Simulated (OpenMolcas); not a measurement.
Nb4+ (d1) in a complex was computed by SS-CASPT2, IPEA 0.25 Eh, imaginary shift 0.1 Eh with the d shell active (OpenMolcas, ANO-RCC-VDZP on the metal). Its lowest spin-free states, and all those of the highest spin:

```json
{"2S+1": "2", "Degeneracy": "2", "E (cm-1)": "0"}
{"2S+1": "2", "Degeneracy": "3", "E (cm-1)": "9470"}
```

Q: Is the site octahedral, tetrahedral or cube-like, axial, or of lower symmetry?

A: The states with 2S+1 = 2 have orbital degeneracies 2, 3. Threefold states need a cubic site. For d1 at this spin an octahedron puts the threefold T2 below the twofold E and a tetrahedron or cube puts the twofold E below the threefold T2, so the site is a tetrahedron or a cube, which this pattern cannot tell apart. The first gap at this spin, 9470 cm-1, is |10Dq| in ligand-field theory. The run had Nb4+ with 4 ligands (chloride) in tetrahedral coordination (Td) at 2.31 Å. Ligand basis ANO-RCC-VDZP.

Roots that are degenerate in the reference are averaged as groups; the widest CASPT2 spread within a group is 12 cm-1 (the 3-fold group of multiplicity 2 near 9470 cm-1 above the lowest state of its run). Shifts and gaps below about the spread of the groups concerned are not significant. Over all roots computed the reference weight is 0.72; a low but even weight reflects the number of correlated electrons. An orbital doublet at a regular site is open to a Jahn-Teller distortion, which this geometry leaves out. The least metal-like active orbital is 71 % on the metal (Löwdin) and no ligand orbital is active, so the numbers are rough. Ligand-to-metal charge-transfer states are missing. With one d shell and no ligand orbital active, 10Dq can be off by a tenth or more. No measured value stands beside these numbers; the geometry was imposed, not optimised, and the real ion may take another.
